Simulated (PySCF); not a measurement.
A GIAO shielding run with PySCF 2.14.0 with density-fitted response routines (density fitting, non-relativistic, gas phase) on SMILES C(C)[C@@H]1C[Si@@](C)(P)O[SiH2]1, C5H15OPSi2:

```
$ OMP_NUM_THREADS=1 python probes_run.py task.json out

{"job": {"kind": "nmr", "xc": "PBE0", "basis": "pcSseg-1"}, "charge": 0, "multiplicity": 1}
C      3.245763     0.556211    -0.140773
C      2.356144    -0.624879     0.234603
C      0.972401    -0.565454    -0.413474
C      0.153605     0.656070     0.037096
Si    -1.689436     0.238955    -0.263532
C     -2.857627     0.776124     1.141453
P     -2.311651     0.808051    -2.349146
O     -1.592995    -1.404652    -0.224978
Si    -0.119872    -2.107681    -0.122492
H      3.353390     0.620865    -1.221740
H      2.822020     1.490713     0.218554
H      4.235613     0.441585     0.296415
H      2.847362    -1.550651    -0.076155
H      2.246000    -0.663458     1.321314
H      1.119935    -0.475429    -1.497003
H      0.318892     0.822833     1.103367
H      0.481916     1.557248    -0.480791
H     -2.519920     0.406796     2.104547
H     -3.858674     0.392119     0.970694
H     -2.921220     1.857917     1.193683
H     -3.629065     0.417709    -2.180225
H     -2.598011     2.120321    -2.011373
H     -0.003445    -2.656902     1.225076
H     -0.062859    -3.094648    -1.190634
```

Hardware: 1 thread of an Arm Neoverse V1, shared host. The job also computes population analyses, field gradients, ring-centre shieldings.

Question: How large is the calculation?

Answer: 96 electrons, 249 basis functions and 1361 auxiliary functions.

Question: How long does it take, and how much memory does it need?

Answer: 73 s of wall time, with 14 SCF cycles and 4 response iterations; peak memory 1.1 GiB. Times on a shared host scatter by some tens of per cent.
